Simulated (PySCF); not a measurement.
Cartesian coordinates in Å; atom numbers follow the order of the lines, from 1:
```xyz
11

C     2.1511   -1.0210    0.2833
C     1.2633   -0.2424    0.0682
C     0.2104    0.6727   -0.1874
C     0.5282    1.9370   -0.3866
S     0.8908    3.4273   -0.6259
C    -1.1711    0.2074   -0.2280
C    -1.5257   -1.0580   -0.0385
H     2.9192   -1.7088    0.4743
H    -1.9073    0.9739   -0.4276
H    -0.7964   -1.8249    0.1615
H    -2.5573   -1.3606   -0.0794
```

Geometry: GFN2-xTB; GIAO absolute shieldings from PySCF, gas phase, non-relativistic, averaged over equivalent atoms.

At BLYP/pcSseg-1 (146 basis functions, 20 s wall time on 1 thread of an Arm Neoverse V1, shared host):
```
atoms  σ (ppm)
   C4   -131.8
   C6     49.8
   C7     58.3
   C1     66.4
   C3     99.5
   C2    105.3
   S5     -0.2
   H9    25.71
  H10    26.04
  H11    26.58
   H8    27.78
```

Task: Predict the values at PBE0/pcSseg-1 on the same geometry.

Result: 
| atoms | σ at PBE0/pcSseg-1 | change |
| --- | --- | --- |
| C4 | -119.0 | +12.8 |
| C6 | 57.1 | +7.3 |
| C7 | 63.4 | +5.1 |
| C1 | 72.7 | +6.3 |
| C3 | 109.1 | +9.6 |
| C2 | 115.3 | +10.0 |
| S5 | 21.6 | +21.8 |
| H9 | 25.42 | -0.29 |
| H10 | 25.73 | -0.31 |
| H11 | 26.27 | -0.31 |
| H8 | 27.66 | -0.12 |

The largest change is at S5 (thione sulfur). Cost: 146 basis functions, 21 s wall time on 1 thread of an Arm Neoverse V1, shared host. The order of the carbon signals is the same at both levels.
